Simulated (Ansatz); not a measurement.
`CCC#CCCC` and `CCC#CCC` differ in one atom or group.

Ansatz, PBE0-D4/def2-TZVP geometries, multiplicity 1. Each molecule was computed in one conformer, which needn't be the lowest.

| property | `CCC#CCCC` |
| --- | --- |
| LUMO energy (ωB97M-V/def2-TZVPP) / eV | 2.53 |
| HOMO–LUMO gap (B3LYP/def2-TZVPP) / eV | 7.62 |
| LUMO energy (PBE0/def2-TZVPP) / eV | 1.09 |
| size of the dipole moment (ωB97M-V/def2-TZVPP) / D | 0.18 |
| size of the dipole moment (B3LYP/def2-TZVPP) / D | 0.17 |
| size of the dipole moment (PBE/def2-TZVPP) / D | 0.16 |

(1) What does the change do to each property? (Estimate.)

## Answers

(1) The calculation gave: 
```json
{"property": "LUMO energy (ωB97M-V/def2-TZVPP) / eV", "`CCC#CCC`": "2.61", "shift": "0.08"}
{"property": "HOMO–LUMO gap (B3LYP/def2-TZVPP) / eV", "`CCC#CCC`": "7.67", "shift": "0.05"}
{"property": "LUMO energy (PBE0/def2-TZVPP) / eV", "`CCC#CCC`": "1.13", "shift": "0.04"}
{"property": "size of the dipole moment (ωB97M-V/def2-TZVPP) / D", "`CCC#CCC`": "0.14", "shift": "-0.04"}
{"property": "size of the dipole moment (B3LYP/def2-TZVPP) / D", "`CCC#CCC`": "0.12", "shift": "-0.05"}
{"property": "size of the dipole moment (PBE/def2-TZVPP) / D", "`CCC#CCC`": "0.12", "shift": "-0.04"}
```

Dipoles are sizes alone; their direction can turn.

B3LYP here is the variant with VWN-RPA as its local correlation; programs differ in this.
